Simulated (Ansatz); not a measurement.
This geometry of AsH4Si (6 atoms, charge -1, multiplicity 1) is a first-order saddle point.

Method: Ansatz 0.2.0, RKS BLYP-D4/def2-TZVP.

```xyz
6
Properties=species:S:1:pos:R:3
Si 0.153 -0.830 0.245
As -0.112 1.430 -0.770
H 1.215 -1.336 -0.702
H -1.051 -1.746 -0.036
H 0.725 0.558 0.809
H -0.931 1.924 0.455
```

Which two structures does it join? (They come from a converged band through this point; their orientation in space is the band's.)

Bonds broken: As2–H5. Bonds formed: Si1–H5.

Image 0:

```xyz
6
Properties=species:S:1:pos:R:3
Si 0.012 -1.245 0.457
As -0.030 1.134 -0.419
H 1.090 -1.608 -0.602
H -1.145 -1.619 -0.510
H 1.133 1.658 0.467
H -1.060 1.679 0.608
```

Image 6:

```xyz
6
Properties=species:S:1:pos:R:3
Si 0.263 -0.418 0.029
As -0.521 1.456 -1.086
H 1.162 -1.203 -0.901
H -0.708 -1.485 0.521
H 1.130 -0.264 1.272
H -1.325 1.915 0.164
```

How far does it lie above each of them?

120.0 kJ/mol above the first and 168.9 kJ/mol above the second. This is the barrier of this one path; another mechanism may lie lower. The orbitals stay closed-shell, which can raise the energy where a bond breaks towards radicals; this wasn't checked here. Limits of this set-up: an anion without diffuse functions, the dipole of an ion depends on the origin.

Run time: 40 s on 2 threads of Intel(R) Xeon(R) 6975P-C (Granite Rapids) (shared host), peak memory 0.18 GiB.
